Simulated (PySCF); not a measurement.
A search over the determinants of CaI

Unrestricted PBE0; Ca def2-TZVPP, I def2-TZVPP with ECP28; scalar-relativistic core potentials (PySCF 2.14). Outer shells of the fragments: Ca 4s2; I 4d10 5s2 5p5.

Followed along the bond (rough minima from three points):

```json
{"2Ms+1": "2", "unpaired": "σ ↑", "⟨S²⟩ at the start": "0.75", "R at minimum (Å)": "2.83", "Te (eV)": "0.00"}
{"2Ms+1": "4", "unpaired": "σ ↑, π ↑↑", "⟨S²⟩ at the start": "3.75", "R at minimum (Å)": "none in the scan", "Te (eV)": "≤ 4.75"}
```

Solutions found at the starting distance of 2.900 Å, counted from the lowest of them; the search is not exhaustive and high or unbound solutions are not listed, so other states can lie among these:

```tsv
2Ms+1	unpaired	term	E (eV)	⟨S²⟩	⟨Lz²⟩	μ (D)
2	σ ↑	²Σ⁺	0.00	0.75	0.00	-4.64
2	π ↑	²Π	1.64	0.75	1.00	-4.82
2	δ ↑	²Δ	2.02	0.75	4.00	-8.95
4	σ ↑, π ↑↑	mixed	4.94	3.75	2.02	2.17
4	σ ↑, π ↑↑	mixed	5.08	3.75	2.01	3.44
4	σ ↑↑, π ↑	mixed	5.19	3.75	1.36	5.51
```

A term symbol is given only where ⟨S²⟩ and ⟨Lz²⟩ are close to those of a pure state; real π, δ and φ orbitals otherwise mix terms. A positive dipole means Ca(−)I(+).

Spin–orbit coupling is left out. Counting both spins, an empty level lies below a filled one in some of these solutions, because spin and occupation are held.
